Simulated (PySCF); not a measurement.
## ReH₃⁺: umbrella–stretch map

All numbers come from UPBE0 in PySCF with Re def2-TZVP with ECP60, H def2-TZVP; scalar-relativistic core potentials, no spin–orbit coupling; density-fitted integrals.

Rigid scan from the quartet minimum (Re–H 1.630 Å (×3); H–Re–H 94.4° (×3)). Coordinate: rows: all bonds scaled; columns: angle to the threefold axis. Energies in kJ/mol from the minimum.

Rows run from the largest first scale (top) to the smallest, columns from the smallest angle to the largest. Lower edges of the bins (kJ/mol): '0' 0.11, '1' 0.43, '2' 0.94, '3' 1.75, '4' 3.02, '5' 5.05, '6' 8.27, '7' 13.36, '8' 21.43, '9' 34.22; top 54.
```
889999
557889
036788
456889
788999
```

Question: Give the energies on the grid of the scan.

Answer: 
```
scale \ angle  60  66  72  78  84  90
         0.95  20  22  30  40  50  54
         0.98   3   6  12  23  32  36
         1.00   0   2   9  19  28  32
         1.03   6   8  14  23  31  35
         1.07  28  30  35  43  51  54
```

The bond scale of lowest energy on the grid is 1.00 at 60°, 1.00 at 66°, 1.00 at 72°, 1.00 at 78°, 1.00 at 84°, 1.00 at 90°.

With open d or f shells other occupations or spin states may lie lower. With an element this heavy the missing spin–orbit coupling can shift these numbers.

Other isomers or separated fragments may lie lower.

The scan took 32 s on 2 threads of a shared Arm Neoverse V2 host; the process peaked at 0.71 GiB.
